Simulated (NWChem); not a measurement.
System: CH₆ClNSi; SMILES C[Si@H](N)Cl

```xyz
10

C     -1.5598    -1.1196     0.2364
Si     0.0521    -0.4017    -0.3891
N      1.3791    -1.2789     0.2724
Cl     0.0432     1.6535     0.1002
H     -1.6536    -2.1664    -0.0740
H     -1.6125    -1.0812     1.3306
H     -2.4158    -0.5617    -0.1566
H      0.1968    -0.4399    -1.8619
H      2.3113    -1.1111    -0.0895
H      1.4144    -1.4551     1.2706
```
Atoms are numbered in this order, from 1.

All runs: NWChem. Pople sets run with spherical d functions. Structure relaxed at the B3LYP/6-31G* (spherical d) level. Level M06-L/6-31G*: energy and gradient on several grids; changes count from the extra-fine grid, which is no exact limit either.

```
grid     size of the energy change (μHa)  largest change of a gradient component (μHa/bohr)  time, medium = 1 (rough)
-------  -------------------------------  -------------------------------------------------  ------------------------
xcoarse                              700                                               4000                   about 1
coarse                                50                                               1000                   about 1
medium                                50                                                600                   about 1
fine                                < 10                                                 90                   about 1
xfine                               < 10                                               < 30                         2
```
